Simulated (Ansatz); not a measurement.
The same group exchange along the group O, S, Se.

Gas-phase electronic energies from Ansatz, PBE0-D4/def2-TZVP geometries. CCSD(T)/CBS adds triple-zeta CCSD(T) − MP2 to the extrapolated MP2 energy (def2 sets, frozen cores). This one scheme is used for every species. DFT in def2-TZVPP. For Se outer-core shells are correlated without core-valence functions, which leaves a few kJ/mol of doubt a bond. Scalar relativity is left out up to krypton. One conformer a species, not always the lowest.

```csv
reaction,CCSD(T)/CBS(def2) (kJ/mol)
`C[SiH2][SiH2]O` + `C=N` → `C[SiH2][SiH2]C=N` + H₂O,80
`C[SiH2][SiH2]S` + `C=N` → `C[SiH2][SiH2]C=N` + H₂S,?
`C[SiH2][SiH2][SeH]` + `C=N` → `C[SiH2][SiH2]C=N` + H₂Se,74
```

**Question.** Fill in the missing values. (Best estimate.)

**Answer.** Ansatz gave: `C[SiH2][SiH2]S` + `C=N` → `C[SiH2][SiH2]C=N` + H₂S: +64.4 kJ/mol.

Largest T1 diagnostic: 0.013, for `C[SiH2][SiH2]C=N`.
